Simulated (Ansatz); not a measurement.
System: CH₅GeO (charge 0, doublet). It need not be the lowest isomer of its formula. 
Geometry from a B3LYP-D3(BJ)/def2-TZVP (Ansatz, a quantum-chemistry and plane-wave program) optimisation:
```
O
C 1 1.3543
H 2 1.0811 1 114.93
H 2 1.0858 3 120.72 1 -155.08
Ge 1 1.8074 2 119.69 3 174.46
H 5 1.5304 1 103.90 2 170.02
H 5 1.5370 6 112.72 1 -117.02
H 5 1.5392 6 112.81 7 -126.76
```
Charge 0, spin multiplicity 2.

Property: atomisation energy (electronic, to ground-state atoms), in kcal/mol. Correlated levels leave the core frozen unless marked. UHF or UKS for open shells. Spin-orbit coupling is left out. The frozen core is the preceding noble-gas configuration, with the filled d and f shells of earlier blocks. No relativistic terms. The coupled-cluster limit lacks core correlation, which all-electron functionals hold. CBS marks a two-point X^-3 extrapolation of the correlation energy; Hartree-Fock from the larger set (for Q and 5 zeta extrapolated as (X+1)exp(-9√X)).

```json
[
 {"level": "HF/6-31G", "program": "Ansatz", "atomisation energy (kcal/mol)": "386.6"}
]
```

**Question.** Predict the CCSD(T)/CBS(cc-pVQZ,cc-pV5Z) result (Ansatz).

**Answer.** 597.5 kcal/mol
